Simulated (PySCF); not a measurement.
Geometries of 2 isomers of C2H9B2N, from PBE0-D3(BJ)/def2-SVP geometry optimisation, gas phase in PySCF. One conformer each, no zero-point energy, no frequencies.

Question: Which is lower in electronic energy at this level?
A.
```xyz
14
angstrom
B      2.219   -0.195    0.483
N      0.887   -0.661    0.481
B     -0.315   -0.043   -0.023
C     -0.303    1.372   -0.707
C     -1.671   -0.842    0.108
H      3.078   -0.882    0.990
H      2.496    0.871   -0.011
H      0.745   -1.568    0.919
H      0.692    1.785   -0.919
H     -0.833    2.083   -0.048
H     -0.888    1.350   -1.642
H     -1.853   -1.358   -0.854
H     -1.670   -1.617    0.891
H     -2.538   -0.182    0.263
```
B.
```xyz
14
angstrom
B     -1.341   -1.054   -0.330
N     -0.551    0.074    0.027
B     -1.068    1.394   -0.087
C      0.829   -0.125    0.486
C      1.822   -0.095   -0.660
H     -2.466   -0.888   -0.731
H     -0.867   -2.163   -0.221
H     -0.367    2.331    0.226
H     -2.193    1.558   -0.488
H      1.075    0.660    1.217
H      0.890   -1.089    1.011
H      1.608   -0.896   -1.385
H      2.850   -0.232   -0.292
H      1.775    0.867   -1.194
```

Answer: A. That is `BNB(C)C`, 29.0 kcal/mol below the other.

```tsv
SMILES	atoms numbered as above	E (Eh)	relative (kcal/mol)	relative (kJ/mol)	dipole (D)
BNB(C)C	[BH2:1][NH:2][B:3]([CH3:4])[CH3:5]	-185.79657	0.0	0.0	1.39
BN(B)CC	[BH2:1][N:2]([BH2:3])[CH2:4][CH3:5]	-185.75040	29.0	121.2	1.65
```

As drawn, the lower has an N–H bond, which the higher lacks.
